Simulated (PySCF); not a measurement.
1-chloro-2-methylprop-1-ene (C4H7Cl), SMILES C(C)(C)=CCl. Atoms are numbered in the order given.

```xyz
12

C      0.7501     2.1639     0.0000
C      0.0272     0.8502     0.0000
C     -1.4664     0.9056     0.0000
C      0.7328    -0.2876     0.0000
Cl     0.0413    -1.8744     0.0000
H      1.8420     2.0385     0.0000
H      0.4722     2.7612     0.8848
H      0.4722     2.7612    -0.8848
H     -1.9137    -0.0961     0.0000
H     -1.8312     1.4541    -0.8845
H     -1.8312     1.4541     0.8845
H      1.8249    -0.3014     0.0000
```
Charge 0, spin multiplicity 1.

Coordinates come from a PBE0-D3(BJ)/def2-SVP optimisation.

Method: PySCF with PBE/def2-TZVP.

Symmetry labels are those of the subgroup Cs that the program uses (full group Cs).

Task: List the valence orbital energies around the gap with their symmetry. (Estimate from the structure and the level; the computed values follow.)

Result: 
| orbital | symmetry | energy (eV) |
|---|---|---|
| HOMO−7 | A" | -10.81 |
| HOMO−6 | A" | -9.51 |
| HOMO−5 | A' | -9.37 |
| HOMO−4 | A' | -9.17 |
| HOMO−3 | A' | -8.66 |
| HOMO−2 | A" | -8.51 |
| HOMO−1 | A' | -7.23 |
| HOMO | A" | -5.70 |
| LUMO | A" | -0.81 |
| LUMO+1 | A' | 0.17 |
| LUMO+2 | A' | 0.58 |
| LUMO+3 | A' | 1.45 |
